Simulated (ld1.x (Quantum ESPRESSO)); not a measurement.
# An all-electron radial function and its pseudo partner (As (Z = 33))

Columns: radius, all-electron u(r) and pseudo u(r) of the 4p shell (level -5.51 eV) of arsenic in the configuration [Ar] 3d10 4s1.75 4p3.25; LDA (PZ), scalar-relativistic, ultrasoft scheme, ld1.x (Quantum ESPRESSO) 7.5.

```csv
r (bohr),all-electron,pseudo
0.090,0.1700,0.0043
0.180,0.0795,0.0172
0.270,-0.1157,0.0381
0.360,-0.2486,0.0664
0.450,-0.2874,0.1011
0.540,-0.2524,0.1411
0.630,-0.1724,0.1853
0.720,-0.0700,0.2324
0.810,0.0393,0.2812
0.900,0.1461,0.3303
0.990,0.2452,0.3788
1.080,0.3338,0.4257
1.170,0.4107,0.4702
1.260,0.4760,0.5115
1.350,0.5300,0.5491
1.440,0.5737,0.5824
1.530,0.6080,0.6109
1.620,0.6337,0.6343
1.710,0.6521,0.6521
1.800,0.6639,0.6639
1.890,0.6701,0.6701
1.980,0.6715,0.6715
2.070,0.6687,0.6687
2.160,0.6625,0.6625
2.250,0.6534,0.6534
2.340,0.6420,0.6420
```

Question: How many radial nodes do the two functions have?

Answer: The all-electron 4p function has n − l − 1 = 2; the pseudo-wave has 0, since the states of the same l below it are removed with the core.

Question: At about which radius was the pseudo-wave matched?

Answer: 1.75 bohr, where the columns begin to agree (steps of 0.09 bohr).

Question: Is the pseudo-wave norm-conserving?

Answer: No, it belongs to an ultrasoft set: the norm inside the radius is not constrained, and the difference is carried by the augmentation charge.
